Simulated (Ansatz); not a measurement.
CdI2 (SMILES [I][Cd][I]) moved off its minimum; all values from Ansatz (an electronic-structure program), cores frozen in correlated methods. Elements past Kr take the def2 small-core potentials, without spin–orbit coupling.
(charge 0, multiplicity 1)
```xyz
3

Cd    -0.0236    -0.0116    -0.0733
I     -0.0450    -0.0211     2.6155
I      0.0046     0.0257    -2.4390
```

Problem. Give the forces (eV/Å), the total energy and the dipole at CCSD(T)/def2-TZVPPD.

Solution. 
```json
[
 {"atom": "Cd1", "Fx": "-0.044", "Fy": "-0.046", "Fz": "4.301"},
 {"atom": "I2", "Fx": "0.004", "Fy": "-0.004", "Fz": "-0.697"},
 {"atom": "I3", "Fx": "0.041", "Fy": "0.050", "Fz": "-3.604"}
]
```
Energy -761.0328 hartree, dipole 1.23 D.
